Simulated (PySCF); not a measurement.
# Electron correlation in I (iodine, neutral)

[Kr] 4d10 5s1 5p6, 2S determinant (an excited configuration). All numbers are calculated (PySCF 2.14, scalar relativity by spin-free X2C-1e, in aug-cc-pwCVTZ-DK3 with one added diffuse shell each of s, p, d, f type (11s10p8d5f1g, 125 functions)). Frozen: [Ar] 3d10; 25 electrons correlated.

MP2 pair energies summed by pair of shells (mhartree):

| pair | energy | share (%) |
| --- | --- | --- |
| 4d-4d | -345.69 | 36.7 |
| 5p-5p | -164.75 | 17.5 |
| 4d-5p | -155.84 | 16.5 |
| 4p-4d | -122.89 | 13.0 |
| 4p-4p | -39.59 | 4.2 |
| 4s-4d | -28.91 | 3.1 |
| 4d-5s | -22.95 | 2.4 |
| 5s-5p | -20.07 | 2.1 |
| 4p-5p | -15.43 | 1.6 |
| 4s-4p | -15.19 | 1.6 |
| 4p-5s | -4.58 | 0.5 |
| 4s-4s | -3.36 | 0.4 |
| 4s-5p | -2.29 | 0.2 |
| 4s-5s | -0.65 | 0.1 |

Total MP2 correlation energy: -942.19 mhartree.

Same-spin part -310.34 and opposite-spin part -631.85 mhartree; SCS-MP2 scales them by 1/3 and 6/5 to -861.67 mhartree.
